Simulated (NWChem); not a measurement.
System: C5H8; SMILES C(C)#CCC

Parts of the log:

```
             Northwest Computational Chemistry Package (NWChem) 7.3.0
             --------------------------------------------------------

 CS  symmetry detected

                             Geometry "geometry" -> ""
                             -------------------------

 Output coordinates in angstroms (scale by  1.889725989 to convert to a.u.)

  No.       Tag          Charge          X              Y              Z
 ---- ---------------- ---------- -------------- -------------- --------------
    1 C                    6.0000     0.23076467     2.65370081     0.00000000
    2 C                    6.0000    -0.08234959     1.22608511     0.00000000
    3 C                    6.0000    -0.34665295     0.04544420     0.00000000
    4 C                    6.0000    -0.64050086    -1.39035341     0.00000000
    5 C                    6.0000     0.62634094    -2.26711710     0.00000000
    6 H                    1.0000     1.31449731     2.82499120     0.00000000
    7 H                    1.0000    -0.18188697     3.15435114     0.88480333
    8 H                    1.0000    -0.18188697     3.15435114    -0.88480333
    9 H                    1.0000    -1.25483380    -1.63885206    -0.87683539
   10 H                    1.0000    -1.25483380    -1.63885206     0.87683539
   11 H                    1.0000     1.23837018    -2.06668849    -0.88532072
   12 H                    1.0000     1.23837018    -2.06668849     0.88532072
   13 H                    1.0000     0.35659062    -3.32917002     0.00000000

 Effective nuclear repulsion energy (a.u.)     150.0445904006

      Symmetry information
      --------------------

 Group name             Cs
 Group number              2
 Group order               2
 No. of unique centers    10

                                 NWChem DFT Module
                                 -----------------

 Summary of "ao basis" -> "ao basis" (spherical)
 ------------------------------------------------------------------------------
       Tag                 Description            Shells   Functions and Types
 ---------------- ------------------------------  ------  ---------------------
 C                          def2-svp                 6       14   3s2p1d
 H                          def2-svp                 3        5   2s1p

      Symmetry analysis of basis
      --------------------------

        a'         73
        a"         37

            General Information
            -------------------
          SCF calculation type: DFT
          Wavefunction type:  closed shell.
          No. of atoms     :    13
          No. of electrons :    38
           Alpha electrons :    19
            Beta electrons :    19
          Charge           :     0
          Spin multiplicity:     1
          Use of symmetry is: on ; symmetry adaption is: on
          Maximum number of iterations: 150
          AO basis - number of functions:   110
                     number of shells:    54
          Convergence on energy requested:  1.00D-06
          Convergence on density requested:  1.00D-05
          Convergence on gradient requested:  5.00D-04

              XC Information
              --------------
                         SCAN Method XC Functional
                  SCAN metaGGA Exchange Functional  1.000
                        SCAN Correlation Potential  1.000

             Grid Information
             ----------------
          Grid used for XC integration:  medium
          Radial quadrature: Mura-Knowles
          Angular quadrature: Lebedev.
          Tag              B.-S. Rad. Rad. Pts. Rad. Cut. Ang. Pts.
          ---              ---------- --------- --------- ---------
          C                   0.70       49          14.0       434
          H                   0.35       45          14.0       434
          Grid pruning is: on
          Number of quadrature shells:   470
          Spatial weights used:  Erf1

      Superposition of Atomic Density Guess
      -------------------------------------

 Sum of atomic energies:        -192.11828471

      Non-variational initial energy
      ------------------------------

 Total energy =    -195.442023
 1-e energy   =    -552.349860
 2-e energy   =     206.863247
 HOMO         =      -0.307684
 LUMO         =       0.056937

      Symmetry analysis of molecular orbitals - initial
      -------------------------------------------------

  Numbering of irreducible representations:

     1 a'          2 a"

  Orbital symmetries:

[...]

                         DFT ENERGY GRADIENTS

    atom               coordinates                        gradient
                 x          y          z           x          y          z
   1 C       0.436082   5.014767   0.000000    0.001420   0.006288   0.000000
   2 C      -0.155618   2.316965   0.000000   -0.004603  -0.019653   0.000000
   3 C      -0.655079   0.085877   0.000000    0.004756   0.019226   0.000000
   4 C      -1.210371  -2.627387   0.000000   -0.009211  -0.001302   0.000000
   5 C       1.183613  -4.284230   0.000000    0.006724  -0.004347   0.000000
   6 H       2.484040   5.338459   0.000000   -0.003119  -0.000139   0.000000
   7 H      -0.343717   5.960859   1.672036    0.001303  -0.001068  -0.002634
   8 H      -0.343717   5.960859  -1.672036    0.001303  -0.001068   0.002634
   9 H      -2.371292  -3.096981  -1.656979    0.002112   0.000322   0.002906
  10 H      -2.371292  -3.096981   1.656979    0.002112   0.000322  -0.002906
  11 H       2.340180  -3.905475  -1.673014   -0.001882  -0.000853   0.002951
  12 H       2.340180  -3.905475   1.673014   -0.001882  -0.000853  -0.002951
  13 H       0.673859  -6.291219   0.000000    0.000967   0.003125   0.000000
```

Level: SCAN/def2-SVP. The geometry was optimised at B3LYP/6-31G* (spherical d).

### Question
Which NWChem input produces such a log?

### Answer
Several could match; the one computed here: the input that was run:
```
start job
memory heap 200 mb stack 900 mb global 1100 mb
geometry units angstroms noautoz
  C      0.220314     2.657371    -0.000884
  C     -0.084786     1.228288     0.026737
  C     -0.342407     0.046407     0.050358
  C     -0.628295    -1.390767     0.076055
  C      0.633605    -2.261414    -0.076211
  H      1.295801     2.833879    -0.127346
  H     -0.087322     3.150721     0.929589
  H     -0.295693     3.161315    -0.827678
  H     -1.339293    -1.637552    -0.724932
  H     -1.135566    -1.646877     1.016840
  H      1.137629    -2.053569    -1.025582
  H      1.343636    -2.062522     0.733012
  H      0.370139    -3.324739    -0.050765
end
basis spherical
  * library def2-svp
end
dft
  xc scan
  iterations 150
  mulliken
end
task dft gradient
```
